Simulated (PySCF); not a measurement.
**Spinor energies of Sn⁴¹⁺ (tin, charge +41)**

Start: [He] 2s2 2p5; 2p1/2 filled at m_j = -1/2, +1/2; 2p3/2 filled at m_j = -1/2, +1/2, +3/2. Calculated with PySCF 2.14 in an even-tempered Gaussian basis (17 s from 20 bohr⁻², ratio 2.4; 12 p from 26 bohr⁻², ratio 2.4; 5 d from 96 bohr⁻², ratio 2.6; 4 f from 140 bohr⁻², ratio 2.6): generalised Hartree-Fock with the X2C-1e Hamiltonian and a Gaussian nucleus; one run each with spin-orbit coupling (SO) switched off, then screened by Boettger's factors.

| spinor shell | electrons | ε, spin-free (eV) | ε, screened SO (eV) | weight of nominal j (screened SO) | rms radius, screened SO (bohr) |
| --- | --- | --- | --- | --- | --- |
| 1s1/2 | 2 | -32230.0 | -32224.3 | 1.000 | 0.0332 |
| 2s1/2 | 2 | -7126.6 | -7124.9 | 1.000 | 0.132 |
| 2p1/2 | 2 | -6714.4 | -6880.8 | 0.998 | 0.114 |
| 2p3/2 | 3 | -6714.4 | -6637.2 | 0.999 | 0.118 |

```tsv
quantity	spin-free	screened SO
E (hartree)	-4474.62091	-4478.62187
M_J	3/2	3/2
⟨J²⟩	3.750	3.750
⟨L²⟩	2.000	2.005
⟨S²⟩	0.750	0.754
```

Each row is a mean over spinors that exchange with the open shell spreads, by up to 40.492 eV (2s1/2).

Breit and QED terms are absent; they matter most for the inner s and p1/2 levels.

Densities and radii are taken from the X2C orbitals without a picture-change correction, which distorts them close to the nucleus.

Without spin-orbit coupling the j labels of p, d and f shells carry no meaning; the spin-free column gives the mean over the occupied spinors of each nl shell.
